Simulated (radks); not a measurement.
Valence configurations of Pm II (all share [Xe]). Method: Dirac Kohn-Sham, LDA (Slater exchange, Perdew-Wang correlation), spin-unpolarised, spherical densities, point nucleus; open shells fill j = l - 1/2 first; computed with a radial shooting solver on a logarithmic mesh with Libxc functionals. Energies are relative to 4f5 6s1; eigenvalues in eV.

valence	E (eV)	e(4f5/2)	e(5d3/2)	e(6p1/2)	e(6s1/2)
4f5 6s1	0.000	-8.517	-	-	-8.554
4f4.5 5d0.5 6s1	0.934	-11.106	-8.233	-	-8.851
4f5 5d1	1.152	-6.708	-6.343	-	-
4f6	2.206	-3.338	-	-	-
4f4 5d1 6s1	2.921	-13.993	-8.874	-	-9.126
4f5 6p1	2.924	-9.536	-	-6.185	-
4f4 6s2	2.980	-16.344	-	-	-10.015
4f4 6s1 6p1	6.363	-17.344	-	-7.137	-10.552
4f3.5 5d0.5 6s2	6.573	-19.578	-11.110	-	-10.272
4f3 5d2 6s1	10.562	-20.453	-10.150	-	-9.597

NIST lists [Xe] 4f5 6s1 as the ground configuration; this level of theory agrees among the configurations tried. The energies are those of spherical spin-averaged densities, not of single terms.
